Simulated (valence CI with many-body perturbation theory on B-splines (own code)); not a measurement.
**E1 line list for W⁴¹⁺**

Calculated by valence CI with perturbative core correlation (CI+MBPT): five valence electrons over a frozen Dirac-Fock core [Ar] 3d10, a basis of 9 s, 9 p, 8 d, 6 f, 3 g, 1 h functions for each j, with the one-electron correlation potential Σ1 (screened to all orders), the two-electron term Σ2, the three-electron term Σ3, Breit, model QED; selected single and double excitations, second order for the rest (own B-spline code, finite nucleus).

No measured spectrum was set against this ion. As an estimate, large intervals hold to a few tenths of a per cent, small ones and those within an open d or f shell to about a per cent. Among the levels kept, up to 270 cm⁻¹ of a level comes from second order outside the variational space, and about a tenth of that is noise between levels of different J, which matters for small intervals.

Lines 151 to 200 of 201 in falling wavelength, among levels below 3037.6 × 10³ cm⁻¹, chosen from the strongest by gf and those to the six lowest levels. Wavelengths and rates use the calculated energies. Electric multipoles are in the length gauge, E1 and E2 with the static RPA response of the core. Weak lines are less certain than strong ones. Lines between different terms over intervals too small for the method are left out, as are lines whose strength nearly cancels. Where a level lies close to another of its J and parity, the split of strength between their lines is uncertain. The highest levels of a list are the least certain.

Levels are named by their leading jj configuration (3d3/2^4 stands for four electrons in 3d with j = 3/2), which in mixed levels can hold well under half, so a name can repeat and another be missing. Letters in brackets count levels of one name in rising energy.

| λ vac (nm) | Upper | Lower | A (s⁻¹) | S (a.u.) |
| --- | --- | --- | --- | --- |
| 6.206 | (4s 4p1/2 4p3/2^3) J=3/2 [a] | (4s^2 4p1/2 4p3/2^2) J=3/2 | 4.28e+11 | 2.02e-01 |
| 6.191 | (4s 4p1/2 4p3/2^3) J=5/2 | (4s^2 4p1/2 4p3/2^2) J=5/2 | 5.97e+11 | 4.20e-01 |
| 6.135 | (4s 4p1/2^2 4p3/2^2) J=1/2 | (4s^2 4p1/2^2 4p3/2) J=3/2 | 2.36e+11 | 5.38e-02 |
| 6.101 | (4s 4p1/2 4p3/2^3) J=3/2 [b] | (4s^2 4p1/2 4p3/2^2) J=1/2 | 2.67e+11 | 1.19e-01 |
| 6.097 | (4s 4p1/2 4p3/2^3) J=1/2 | (4s^2 4p1/2 4p3/2^2) J=1/2 | 7.28e+11 | 1.63e-01 |
| 6.072 | (4s 4p1/2^2 4p3/2^2) J=3/2 | (4s^2 4p1/2^2 4p3/2) J=3/2 | 4.71e+11 | 2.08e-01 |
| 6.026 | (4s 4p1/2 4p3/2^3) J=5/2 | (4s^2 4p1/2 4p3/2^2) J=3/2 | 4.51e+09 | 2.92e-03 |
| 6.022 | (4s 4p1/2^2 4p3/2 4d3/2) J=1/2 [b] | (4s^2 4p1/2^2 4d3/2) J=3/2 | 4.28e+11 | 9.22e-02 |
| 5.902 | (4s 4p1/2 4p3/2^3) J=3/2 [b] | (4s^2 4p1/2 4p3/2^2) J=5/2 | 6.83e+11 | 2.77e-01 |
| 5.852 | (4s 4p1/2^2 4p3/2 4d3/2) J=5/2 [b] | (4s^2 4p1/2^2 4d3/2) J=3/2 | 6.90e+11 | 4.10e-01 |
| 5.829 | (4s 4p1/2^2 4p3/2 4d5/2) J=5/2 | (4s^2 4p1/2^2 4d3/2) J=3/2 | 6.74e+10 | 3.95e-02 |
| 5.752 | (4s 4p1/2 4p3/2^3) J=3/2 [b] | (4s^2 4p1/2 4p3/2^2) J=3/2 | 2.07e+10 | 7.78e-03 |
| 5.748 | (4s 4p1/2 4p3/2^3) J=1/2 | (4s^2 4p1/2 4p3/2^2) J=3/2 | 3.57e+11 | 6.69e-02 |
| 5.733 | (4s 4p1/2^2 4p3/2 4d5/2) J=3/2 | (4s^2 4p1/2^2 4d3/2) J=3/2 | 1.45e+10 | 5.41e-03 |
| 5.114 | (4s^2 4p1/2 4p3/2 4d3/2) J=5/2 [a] | (4s^2 4p1/2^2 4p3/2) J=3/2 | 2.40e+09 | 9.51e-04 |
| 5.109 | (4s^2 4p1/2 4p3/2 4d3/2) J=3/2 [a] | (4s^2 4p1/2^2 4p3/2) J=3/2 | 4.60e+10 | 1.21e-02 |
| 5.102 | (4s^2 4p1/2 4p3/2 4d3/2) J=1/2 [a] | (4s^2 4p1/2^2 4p3/2) J=3/2 | 3.88e+09 | 5.08e-04 |
| 4.968 | (4s^2 4p3/2^2 4d3/2) J=3/2 [a] | (4s^2 4p1/2 4p3/2^2) J=1/2 | 1.03e+11 | 2.50e-02 |
| 4.959 | (4s^2 4p3/2^2 4d3/2) J=1/2 | (4s^2 4p1/2 4p3/2^2) J=1/2 | 1.89e+10 | 2.27e-03 |
| 4.835 | (4s^2 4p3/2^2 4d3/2) J=3/2 [a] | (4s^2 4p1/2 4p3/2^2) J=5/2 | 3.67e+11 | 8.18e-02 |
| 4.820 | (4s^2 4p3/2^2 4d3/2) J=5/2 | (4s^2 4p1/2 4p3/2^2) J=5/2 | 7.74e+11 | 2.57e-01 |
| 4.780 | (4s^2 4p3/2^2 4d3/2) J=7/2 | (4s^2 4p1/2 4p3/2^2) J=5/2 | 1.21e+12 | 5.21e-01 |
| 4.773 | (4s^2 4p3/2^2 4d5/2) J=1/2 | (4s^2 4p1/2 4p3/2^2) J=1/2 | 1.36e+09 | 1.46e-04 |
| 4.756 | (4s^2 4p3/2^2 4d3/2) J=3/2 [b] | (4s^2 4p1/2 4p3/2^2) J=1/2 | 1.22e+12 | 2.60e-01 |
| 4.734 | (4s^2 4p3/2^2 4d3/2) J=3/2 [a] | (4s^2 4p1/2 4p3/2^2) J=3/2 | 1.08e+12 | 2.27e-01 |
| 4.726 | (4s^2 4p3/2^2 4d3/2) J=1/2 | (4s^2 4p1/2 4p3/2^2) J=3/2 | 1.38e+12 | 1.43e-01 |
| 4.726 | (4s^2 4p1/2 4p3/2 4d3/2) J=5/2 [b] | (4s^2 4p1/2^2 4p3/2) J=3/2 | 1.47e+12 | 4.60e-01 |
| 4.720 | (4s^2 4p3/2^2 4d3/2) J=5/2 | (4s^2 4p1/2 4p3/2^2) J=3/2 | 5.52e+11 | 1.72e-01 |
| 4.705 | (4s^2 4p1/2 4p3/2 4d5/2) J=3/2 [a] | (4s^2 4p1/2^2 4p3/2) J=3/2 | 1.33e+11 | 2.74e-02 |
| 4.704 | (4s^2 4p1/2 4p3/2 4d3/2) J=3/2 [b] | (4s^2 4p1/2^2 4p3/2) J=3/2 | 1.80e+12 | 3.69e-01 |
| 4.689 | (4s^2 4p1/2 4p3/2 4d3/2) J=1/2 [b] | (4s^2 4p1/2^2 4p3/2) J=3/2 | 1.57e+12 | 1.60e-01 |
| 4.676 | (4s^2 4p3/2^2 4d5/2) J=7/2 | (4s^2 4p1/2 4p3/2^2) J=5/2 | 8.13e+10 | 3.28e-02 |
| 4.638 | (4s^2 4p1/2 4p3/2 4d5/2) J=5/2 [a] | (4s^2 4p1/2^2 4p3/2) J=3/2 | 6.39e+10 | 1.89e-02 |
| 4.634 | (4s^2 4p3/2^2 4d3/2) J=3/2 [b] | (4s^2 4p1/2 4p3/2^2) J=5/2 | 7.36e+08 | 1.44e-04 |
| 4.556 | (4s^2 4p3/2^2 4d5/2) J=1/2 | (4s^2 4p1/2 4p3/2^2) J=3/2 | 8.72e+09 | 8.14e-04 |
| 4.541 | (4s^2 4p3/2^2 4d3/2) J=3/2 [b] | (4s^2 4p1/2 4p3/2^2) J=3/2 | 2.83e+10 | 5.24e-03 |
| 4.437 | (4s^2 4p3/2^2 4d5/2) J=5/2 | (4s^2 4p1/2 4p3/2^2) J=5/2 | 1.89e+08 | 4.90e-05 |
| 4.395 | (4s^2 4p1/2 4p3/2 4d5/2) J=5/2 [b] | (4s^2 4p1/2^2 4p3/2) J=3/2 | 9.59e+10 | 2.41e-02 |
| 4.384 | (4s^2 4p1/2 4p3/2 4d5/2) J=3/2 [b] | (4s^2 4p1/2^2 4p3/2) J=3/2 | 2.21e+10 | 3.68e-03 |
| 4.365 | (4s^2 4p1/2 4p3/2 4d5/2) J=1/2 | (4s^2 4p1/2^2 4p3/2) J=3/2 | 3.08e+10 | 2.53e-03 |
| 4.352 | (4s^2 4p3/2^2 4d5/2) J=5/2 | (4s^2 4p1/2 4p3/2^2) J=3/2 | 1.48e+08 | 3.60e-05 |
| 4.292 | (4s 4p1/2 4p3/2^3) J=3/2 [a] | (4s^2 4p1/2^2 4p3/2) J=3/2 | 1.16e+09 | 1.81e-04 |
| 4.205 | (4s 4p1/2 4p3/2^3) J=5/2 | (4s^2 4p1/2^2 4p3/2) J=3/2 | 4.20e+09 | 9.25e-04 |
| 4.070 | (4s 4p1/2 4p3/2^3) J=3/2 [b] | (4s^2 4p1/2^2 4p3/2) J=3/2 | 4.58e+09 | 6.10e-04 |
| 4.068 | (4s 4p1/2 4p3/2^3) J=1/2 | (4s^2 4p1/2^2 4p3/2) J=3/2 | 1.56e+10 | 1.04e-03 |
| 3.532 | (4s^2 4p3/2^2 4d3/2) J=3/2 [a] | (4s^2 4p1/2^2 4p3/2) J=3/2 | 2.09e+07 | 1.82e-06 |
| 3.528 | (4s^2 4p3/2^2 4d3/2) J=1/2 | (4s^2 4p1/2^2 4p3/2) J=3/2 | 8.45e+06 | 3.66e-07 |
| 3.524 | (4s^2 4p3/2^2 4d3/2) J=5/2 | (4s^2 4p1/2^2 4p3/2) J=3/2 | 3.81e+07 | 4.93e-06 |
| 3.433 | (4s^2 4p3/2^2 4d5/2) J=1/2 | (4s^2 4p1/2^2 4p3/2) J=3/2 | 8.20e+08 | 3.28e-05 |
| 3.424 | (4s^2 4p3/2^2 4d3/2) J=3/2 [b] | (4s^2 4p1/2^2 4p3/2) J=3/2 | 2.08e+08 | 1.65e-05 |
